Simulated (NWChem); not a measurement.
System: C$_{4}$H$_{7}$N; SMILES C=C=CCN

Here is an NWChem input.

```
start job
memory heap 200 mb stack 900 mb global 1100 mb
geometry units angstroms noautosym nocenter noautoz
  C     -0.488180    -2.169568     0.000000
  C      0.262091    -1.096162     0.000000
  C      0.997978    -0.011752     0.000000
  C      0.443392     1.397557     0.000000
  N     -0.989945     1.544980     0.000000
  H     -0.809864    -2.641453    -0.935287
  H     -0.809864    -2.641453     0.935287
  H      2.091612    -0.119369     0.000000
  H      0.859048     1.930285     0.874717
  H      0.859048     1.930285    -0.874717
  H     -1.386261     1.071797     0.810719
  H     -1.386261     1.071797    -0.810719
end
basis spherical
  * library pcsseg-1
end
dft
  xc pbe0
  iterations 150
end
property
  shielding 9 1 2 3 4 5 6 8 9 11
end
task dft property
```

Parts of the log:

```
             Northwest Computational Chemistry Package (NWChem) 7.3.0
             --------------------------------------------------------

                             Geometry "geometry" -> ""
                             -------------------------

 Output coordinates in angstroms (scale by  1.889725989 to convert to a.u.)

  No.       Tag          Charge          X              Y              Z
 ---- ---------------- ---------- -------------- -------------- --------------
    1 C                    6.0000    -0.48818000    -2.16956800     0.00000000
    2 C                    6.0000     0.26209100    -1.09616200     0.00000000
    3 C                    6.0000     0.99797800    -0.01175200     0.00000000
    4 C                    6.0000     0.44339200     1.39755700     0.00000000
    5 N                    7.0000    -0.98994500     1.54498000     0.00000000
    6 H                    1.0000    -0.80986400    -2.64145300    -0.93528700
    7 H                    1.0000    -0.80986400    -2.64145300     0.93528700
    8 H                    1.0000     2.09161200    -0.11936900     0.00000000
    9 H                    1.0000     0.85904800     1.93028500     0.87471700
   10 H                    1.0000     0.85904800     1.93028500    -0.87471700
   11 H                    1.0000    -1.38626100     1.07179700     0.81071900
   12 H                    1.0000    -1.38626100     1.07179700    -0.81071900

 Effective nuclear repulsion energy (a.u.)     157.3834850585

                              NWChem Property Module
                              ----------------------

  itol2e modified to match energy
  convergence criterion.

                                 NWChem DFT Module
                                 -----------------

 Summary of "ao basis" -> "ao basis" (spherical)
 ------------------------------------------------------------------------------
       Tag                 Description            Shells   Functions and Types
 ---------------- ------------------------------  ------  ---------------------
 C                          pcsseg-1                 7       17   3s3p1d
 N                          pcsseg-1                 7       17   3s3p1d
 H                          pcsseg-1                 3        5   2s1p

  itol2e modified to match energy
  convergence criterion.

[...]

          -----------------------------------------
          Chemical Shielding Tensors (GIAO, in ppm)
          -----------------------------------------

                                NWChem CPHF Module
                                ------------------

  scftype          =     RHF
  nclosed          =       19
  nopen            =        0
  variables        =     1919
  # of vectors     =        3
  tolerance        = 0.10D-03
  level shift      = 0.00D+00
  max iterations   =       50
  max subspace     =       30

 SCF residual:    2.6285245778760621E-004

Iterative solution of linear equations
  No. of variables     1919
  No. of equations        3
  Maximum subspace       30
        Iterations       50
       Convergence  1.0D-04

   iter   nsub   residual    time
   ----  ------  --------  ---------
     1      3    4.46D-01     103.1
     2      6    3.05D-02     112.5
     3      9    2.04D-03     122.1
     4     12    1.30D-04     132.1
     5     15    1.75D-05     141.5

      Atom:    1  C
        Diamagnetic
    255.2569     10.5158     -0.0000
     10.5158    263.6794     -0.0000
     -0.0000     -0.0000    261.3071

        Paramagnetic
   -101.3828    -28.9327      0.0000
    -28.9327   -122.4223      0.0000
      0.0000      0.0000   -256.2026

        Total Shielding Tensor
    153.8741    -18.4170      0.0000
    -18.4170    141.2571      0.0000
      0.0000      0.0000      5.1045

           isotropic =     100.0786
          anisotropy =     100.4317

          Principal Components and Axis System
                 1           2           3
              167.0331    128.0982      5.1045

      1         0.8137      0.5814     -0.0000
      2        -0.5814      0.8137     -0.0000
      3        -0.0000      0.0000      1.0000

      Atom:    2  C
        Diamagnetic
    261.1946     16.1474      0.0000
     16.1474    276.9669      0.0000
      0.0000      0.0000    247.8877

        Paramagnetic
   -289.5637      1.3322      0.0000
      1.3322   -297.4744     -0.0000
      0.0000     -0.0000   -308.8241

        Total Shielding Tensor
    -28.3691     17.4795      0.0000
     17.4795    -20.5074      0.0000
      0.0000      0.0000    -60.9364

           isotropic =     -36.6043
          anisotropy =     -36.4982

          Principal Components and Axis System
                 1           2           3
              -60.9364    -42.3543     -6.5222

      1        -0.0000      0.7808      0.6247
      2        -0.0000     -0.6247      0.7808
      3         1.0000     -0.0000      0.0000

      Atom:    3  C
        Diamagnetic
    259.6034      0.5765     -0.0000
      0.5765    274.4546      0.0000
     -0.0000      0.0000    243.1458

        Paramagnetic
   -240.0411     39.6765      0.0000
     39.6765   -190.7095     -0.0000
      0.0000     -0.0000   -103.1141

        Total Shielding Tensor
     19.5624     40.2530      0.0000
     40.2530     83.7450      0.0000
      0.0000      0.0000    140.0317

           isotropic =      81.1130
          anisotropy =      88.3780

          Principal Components and Axis System
                 1           2           3
              140.0317    103.1333      0.1741

      1         0.0000      0.4339      0.9009
      2         0.0000      0.9009     -0.4339
      3         1.0000     -0.0000      0.0000

      Atom:    4  C
        Diamagnetic
    250.1061     -9.1491      0.0000
     -9.1491    249.3163      0.0000
      0.0000      0.0000    233.6615

[...]
```

Level: PBE0/pcSseg-1, GIAO. The geometry was optimised at PBE0/def2-SVP. The output numbers the shielded atoms by their place in the input's list. The printed shielding anisotropy is the first printed principal value minus the mean of the other two.
